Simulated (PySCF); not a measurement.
Calculated molecular-ion clusters (M+•, centroid m/z and relative intensity) of several compounds:

1. 123.1043 (100.0), 124.1074 (9.2), 125.1105 (0.4)
2. 126.0495 (100.0), 127.0513 (11.7), 128.0477 (4.1)
3. 124.0090 (100.0), 125.0112 (7.0), 126.0051 (4.7)
4. 166.0180 (100.0), 167.0214 (9.9), 168.0152 (32.6), 169.0185 (3.2)

Lines and terms under 0.3 % are left out. Candidates, as SMILES:
A. `C1CC[C@@H](C(C)=C)C=N1`
B. `c12c(c(Cl)ccc1)CCC2=O`
C. `C=C/C=C/C=C\O[SiH3]`
D. `[C-]#[N+]c1ncc(C)s1`

Q: Match clusters and compounds, and give each formula.

A: 
1 = A, C8H13N, monoisotopic mass of the neutral 123.1048 u; relative to that species, one 13C gives 8.7 % at +1 and one 15N gives 0.4 % at +1.
2 = C, C6H10OSi, monoisotopic mass of the neutral 126.0501 u; relative to that species, one 13C gives 6.5 % at +1, one 29Si gives 5.1 % at +1 and one 30Si gives 3.3 % at +2.
3 = D, C5H4N2S, monoisotopic mass of the neutral 124.0095 u; relative to that species, one 13C gives 5.4 % at +1, one 33S gives 0.8 % at +1, one 15N gives 0.7 % at +1 and one 34S gives 4.5 % at +2.
4 = B, C9H7ClO, monoisotopic mass of the neutral 166.0185 u; relative to that species, one 13C gives 9.7 % at +1 and one 37Cl gives 32.0 % at +2.

Q: What is the mean mass of the whole cluster 2, and how does it compare with the molar mass?

A: 126.228 u over all lines, faint ones too (the ion lacks one electron, 0.0005 u); standard atomic weights give 126.230 g/mol for C6H10OSi.

Q: Give the exact less the nominal mass of each, in mDa.

A: C8H13N +104.8, C9H7ClO +18.5, C6H10OSi +50.1, C5H4N2S +9.5 (neutral, monoisotopic).

Abundances used (%; other tables differ somewhat): 12C 98.93, 13C 1.07; 14N 99.632, 15N 0.368; 1H 99.9885, 2H 0.0115; 16O 99.757, 17O 0.038, 18O 0.205; 28Si 92.2297, 29Si 4.6832, 30Si 3.0872; 32S 94.93, 33S 0.76, 34S 4.29, 36S 0.02; 35Cl 75.78, 37Cl 24.22.

Isomers would give the same cluster, so the cluster fixes the formula at best.
